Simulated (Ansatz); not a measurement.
Reaction (redistribution): `[O]=[W](=[O])([OH])[F]` + `N[Si](O)(O)F` → `[O]=[W](=[O])([OH])[OH]` + `N[Si](O)(F)F`

Gas-phase electronic energies from Ansatz, PBE0-D4/def2-TZVP geometries. CBS: MP2 limit from def2 TZ/QZ plus the TZ coupled-cluster correction, frozen cores. DFT in def2-TZVPP. Elements past krypton have def2 core potentials. For W outer-core shells are correlated without core-valence functions, which leaves a few kJ/mol of doubt a bond. Each species was taken in one conformer, which may not be the lowest.

| level | ΔE (kcal/mol) |
| --- | --- |
| BLYP-D4 | -3.1 |
| PBE0-D4 | -3.6 |
| r2SCAN0-D4 | -4.0 |
| PBE | -2.9 |
| BLYP | -3.2 |
| MP2/def2-TZVPP | -4.5 |
| SCS-MP2/def2-QZVPP | -4.5 |
| HF/CBS(def2) | -5.1 |

Task: What does CCSD(T)/CBS give? (Best estimate.)

Result: The calculation gave: -4.9 kcal/mol. The listed levels differ from it by 1.8, 1.3, 0.9, 2.0, 1.7, 0.4, 0.4, -0.2 kcal/mol.

Largest T1 diagnostic among the species: 0.023, so the coupled-cluster value is less sure than usual.

From BLYP to BHLYP (50 % exact exchange), in def2-TZVPP and without D4, ΔE moves by −1.2 kcal/mol. Leaving LDA and LC-ωPBE aside and taking each functional with its dispersion term where it has one, the values, not all of them listed here, spread over 2.0 kcal/mol, from BHLYP-D4 to revPBE-D4.
